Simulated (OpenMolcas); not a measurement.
An OpenMolcas run meant for Lu (ANO-RCC-VQZP, DKH2; inactive shells 1s 2s 2p 3s 3p 3d 4s 4p 4d 4f 5s 5p; intended active space 3 electrons in 6 orbitals (5d 6s)). One step of its input:

```
&CASPT2
Multistate=10 1 2 3 4 5 6 7 8 9 10
Frozen=14 16
IPEA=-0.25
Imaginary=0.1
MaxIter=60
WThr=0.0 0.3 0.05
PrWF=0.5
NoMix
```

The run finished. Its levels beside those of a sound run (MS-CASPT2, IPEA 0.25 Eh, imaginary shift 0.1 Eh (closed shells correlated: 5s 5p)), in cm-1 above each run's lowest level:

```json
{"Level": "5d 6s2 2D 3/2", "This run": "0.0", "Usual run": "0.0"}
{"Level": "5d 6s2 2D 5/2", "This run": "1897", "Usual run": "1891"}
{"Level": "5d2 6s 4F 3/2", "This run": "16383", "Usual run": "17327"}
{"Level": "5d2 6s 4F 5/2", "This run": "16988", "Usual run": "17944"}
{"Level": "5d2 6s 4F 7/2", "This run": "17914", "Usual run": "18854"}
{"Level": "5d2 6s 4F 9/2", "This run": "18970", "Usual run": "19903"}
{"Level": "5d2 6s 4P 1/2", "This run": "21327", "Usual run": "22997"}
{"Level": "5d2 6s 4P 3/2", "This run": "21790", "Usual run": "23384"}
{"Level": "5d2 6s 2D 3/2 [75 %]", "This run": "22905", "Usual run": "24326"}
{"Level": "5d2 6s 2F 5/2 [60 %]", "This run": "22421", "Usual run": "24438"}
{"Level": "5d2 6s 2F 7/2 [71 %]", "This run": "23863", "Usual run": "25928"}
{"Level": "5d2 6s 2G 9/2", "This run": "25807", "Usual run": "27044"}
{"Level": "5d2 6s 2G 7/2 [71 %]", "This run": "25935", "Usual run": "27356"}
{"Level": "5d2 6s 2P 1/2", "This run": "26210", "Usual run": "27680"}
```

Problem. Which setting is unsound, and how much does it matter here?

Solution. The IPEA shift is negative. Against the sound run the excited levels shown move by 1300 cm-1 on average and by 2100 cm-1 at most.

CASPT2 breaks the degeneracy within a term, and the mean is taken; among the terms shown or strongly mixed into the levels shown the widest spread is 1700 cm-1 (5d2 6s 2F, this run). Over all roots computed the reference weight is 0.86 to 0.93 in the sound run, 0.78 to 0.90 in this run; the roots of lowest weight are the least certain, and an intruder state may touch them. Some high roots are left out of the spin-orbit mixing, which shifts the levels that they would mix with. Some levels mix across a computed gap that differs much from the measured one, so their mixing is not that of the real levels. A single d shell beside an s shell can misplace configurations of different d count against each other. The CASPT2 spread within a term exceeds the gap to the next term for 5d2 6s 2D and 5d2 6s 2F, 5d2 6s 2G and 5d2 6s 2P, so the order of their levels is uncertain, and so are names and mixing where such terms share a J (holds for this run). Only configurations of the active space appear.

A share in square brackets marks a mixed level and gives the weight of the term that names it, the lowest over the columns.
